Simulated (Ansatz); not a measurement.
Saddle point of Si₂H₅OF, closed shell (Si₂H₅OF ([OH][SiH]([F])[SiH3]) → Si₂H₄O ([O][SiH][SiH3]) + HF; bonds formed: F2–H4; bonds broken: Si1–F2, O3–H4), PBE0-D4/def2-TZVP structure:

Si1  (-1.030, -0.008, -0.415)
F2  (0.147, -2.314, -0.012)
O3  (-1.871, -0.893, 0.515)
H4  (-0.683, -2.073, 0.404)
H5  (-1.475, 0.252, -1.816)
Si6  (0.937, 1.085, 0.245)
H7  (0.664, 2.547, 0.255)
H8  (1.330, 0.613, 1.592)
H9  (1.981, 0.790, -0.768)
(Å)

Energies are electronic, without zero-point energy. Barriers and step energies count from the start structure reached by relaxing down the imaginary mode; all methods use the PBE0-D4 structures, on which another method's saddle can fall below an end. Program: Ansatz 0.2.0. Basis: def2-TZVPP, with def2-QZVPP for the basis limit. Cores are frozen in the correlated methods. B3LYP uses VWN-RPA correlation. Extrapolation: Hartree–Fock as exp(−7.88 √X), correlation as X^−2.97.

```
      method  barrier (kcal/mol)  step energy (kcal/mol)
       SPW92               63.97                   60.61
      PBE-D4               61.32                   58.27
     BLYP-D4                   ?                   56.81
   r2SCAN-D4               67.60                   64.32
      B97M-V                   ?                   65.96
     PBE0-D4               67.85                   64.63
    B3LYP-D4               65.90                   62.38
  r2SCAN0-D4               71.61                   68.23
    BHLYP-D4               72.80                   69.16
CAM-B3LYP-D4                   ?                   65.48
     wB97X-V               69.85                   66.59
     wB97M-V               68.33                   65.12
      B2PLYP               66.88                   63.26
    PBE-QIDH               70.85                   67.39
  RPA on PBE               66.35                   62.07
          HF               79.43                   76.05
         MP2               67.69                   63.84
        CCSD               70.87                   66.95
     CCSD(T)               68.42                   64.46
```

Problem. Fill in the withheld barriers. (An estimate is asked for; the value comes from the calculation.)

Solution. Computed: CAM-B3LYP-D4 69.03; BLYP-D4 60.21; B97M-V 68.93 kcal/mol. Each is the energy of the saddle less that of the start structure, by the same method.

For comparison, the barrier by CCSD(T) at an estimated basis limit (MP2 extrapolated from triple and quadruple zeta, plus CCSD(T) − MP2 in triple zeta) is 68.89 kcal/mol.

T1 diagnostic: at most 0.020.

Labels in which every atom is bracketed show which atoms are joined, not bond orders.

For scale, one of the runs: CCSD(T)/def2-TZVPP, 216 basis functions, launched by `ansatz run in.yaml --threads 4 --pin off --events-out ev --progress --plain --max-ram 9574MiB`. The run took 58 s on 4 CPU threads of an Arm Neoverse V2 (shared host), with 3.1 GiB of host memory at its peak.
